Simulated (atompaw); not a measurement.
u(r) = r·R(r): atom against pseudo-atom (C (Z = 6))

Columns: radius, all-electron u(r) and pseudo u(r) of the 2p shell (level -17.00 eV) of carbon in the configuration [He] 2s2 2p1; PBE, scalar-relativistic, PAW (atompaw) scheme, atompaw 4.2.0.5.

```json
{"r (bohr)": "0.102", "all-electron": "0.0570", "pseudo": "0.0059"}
{"r (bohr)": "0.204", "all-electron": "0.1736", "pseudo": "0.0234"}
{"r (bohr)": "0.306", "all-electron": "0.3033", "pseudo": "0.0520"}
{"r (bohr)": "0.408", "all-electron": "0.4249", "pseudo": "0.0907"}
{"r (bohr)": "0.510", "all-electron": "0.5295", "pseudo": "0.1382"}
{"r (bohr)": "0.612", "all-electron": "0.6142", "pseudo": "0.1927"}
{"r (bohr)": "0.713", "all-electron": "0.6798", "pseudo": "0.2515"}
{"r (bohr)": "0.815", "all-electron": "0.7287", "pseudo": "0.3135"}
{"r (bohr)": "0.917", "all-electron": "0.7609", "pseudo": "0.3755"}
{"r (bohr)": "1.019", "all-electron": "0.7781", "pseudo": "0.4348"}
{"r (bohr)": "1.121", "all-electron": "0.7827", "pseudo": "0.4889"}
{"r (bohr)": "1.223", "all-electron": "0.7766", "pseudo": "0.5354"}
{"r (bohr)": "1.325", "all-electron": "0.7621", "pseudo": "0.5725"}
{"r (bohr)": "1.427", "all-electron": "0.7410", "pseudo": "0.5989"}
{"r (bohr)": "1.529", "all-electron": "0.7148", "pseudo": "0.6141"}
{"r (bohr)": "1.631", "all-electron": "0.6851", "pseudo": "0.6183"}
{"r (bohr)": "1.733", "all-electron": "0.6528", "pseudo": "0.6122"}
{"r (bohr)": "1.835", "all-electron": "0.6191", "pseudo": "0.5971"}
{"r (bohr)": "1.937", "all-electron": "0.5846", "pseudo": "0.5747"}
{"r (bohr)": "2.038", "all-electron": "0.5504", "pseudo": "0.5471"}
{"r (bohr)": "2.140", "all-electron": "0.5162", "pseudo": "0.5156"}
{"r (bohr)": "2.242", "all-electron": "0.4829", "pseudo": "0.4829"}
{"r (bohr)": "2.344", "all-electron": "0.4506", "pseudo": "0.4506"}
{"r (bohr)": "2.446", "all-electron": "0.4196", "pseudo": "0.4196"}
{"r (bohr)": "2.548", "all-electron": "0.3899", "pseudo": "0.3899"}
{"r (bohr)": "2.650", "all-electron": "0.3617", "pseudo": "0.3617"}
```

(1) How many radial nodes do the two functions have?

(2) At about which radius was the pseudo-wave matched?

(3) Is the pseudo-wave norm-conserving?

Results:

(1) The all-electron 2p function has n − l − 1 = 0; the pseudo-wave has 0.

(2) 2.30 bohr, where the columns begin to agree (steps of 0.10 bohr).

(3) No, it belongs to a PAW set: the norm inside the radius is not constrained, and the difference is carried by the augmentation charge.
